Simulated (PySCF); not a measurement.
Members of one family of related compounds. Level of theory: PySCF 2.14.0, density-fitted response routines, TDDFT wB97X-D/def2-SVPD, vertical, gas phase, core orbitals frozen in the response. Geometries: PBE0-D3(BJ)/def2-SVP; one conformer of each isolated species. Triplets are in the Tamm–Dancoff approximation. 'Strongest' means the level of largest summed f among the lowest 15 singlets; it needn't be the same kind of state in each.

Question: Rank by computed lowest singlet excitation energy, lowest first.
A. `CC([CH2][Al]([Cl])[Cl])C`
B. `[CH3][Al]([Cl])[Cl]`
C. `[H][Al]([Cl])[Cl]`
D. `[Cl][Al]([Cl])[C]#C`
E. `O=C=[N][Al]([Cl])[Cl]`
F. `[F][Al]([Cl])[Cl]`
G. `[SiH3][Al]([Cl])[Cl]`

Answer: D (5.34 eV), G (5.48 eV), A (6.23 eV), E (6.48 eV), C (6.65 eV), B (6.78 eV), F (7.08 eV).

```tsv
SMILES	S1 (eV)	first f ≥ 0.01 (nm)	f (strongest)	HOMO (eV)	gap (eV)	S1 mainly
C#[C][Al]([Cl])[Cl]	5.34	212	0.36	-10.62	10.56	H→L (87%)
[SiH3][Al]([Cl])[Cl]	5.48	226	0.35	-10.23	9.99	H→L (98%)
CC(C)[CH2][Al]([Cl])[Cl]	6.23	199	0.21	-10.13	10.84	H→L (90%)
O=C=[N][Al]([Cl])[Cl]	6.48	176	0.47	-11.03	11.29	H→L+1 (86%)
[H][Al]([Cl])[Cl]	6.65	186	0.32	-11.30	11.49	H→L (83%)
[CH3][Al]([Cl])[Cl]	6.78	168	0.28	-10.86	11.51	H→L+1 (86%)
[F][Al]([Cl])[Cl]	7.08	175	0.36	-11.64	11.68	H→L (94%)
```

H and L stand for HOMO and LUMO.

- `C#[C][Al]([Cl])[Cl]`: Löwdin shares by element: HOMO carbon 80%, chlorine 14%; LUMO carbon 40%, aluminium 36%, chlorine 11% or more.
- `[SiH3][Al]([Cl])[Cl]`: Löwdin shares by element: HOMO silicon 35%, chlorine 29%, aluminium 22%; LUMO aluminium 48%, chlorine 24%, silicon 22%.
- `CC(C)[CH2][Al]([Cl])[Cl]`: Löwdin shares by element: HOMO carbon 44% or more, aluminium 14%, chlorine 11% or more (atoms not listed hold the other 31%); LUMO aluminium 46%, chlorine 30%, carbon 9% or more.
- `O=C=[N][Al]([Cl])[Cl]`: Löwdin shares by element: HOMO nitrogen 37%, oxygen 24%, chlorine 13% or more, carbon 13%; LUMO aluminium 63%, chlorine 28%, nitrogen 6%.
- `[H][Al]([Cl])[Cl]`: Löwdin shares by element: HOMO (one of a set within 0.03 eV) chlorine 64%, aluminium 18%, hydrogen 18%; LUMO aluminium 56%, chlorine 31%, hydrogen 12%.
- `[CH3][Al]([Cl])[Cl]`: Löwdin shares by element: HOMO chlorine 41%, carbon 32%, aluminium 15%; LUMO aluminium 63%, chlorine 22%, carbon 9%.
- `[F][Al]([Cl])[Cl]`: Löwdin shares by element: HOMO chlorine 95%; LUMO aluminium 63%, chlorine 30%, fluorine 7%.
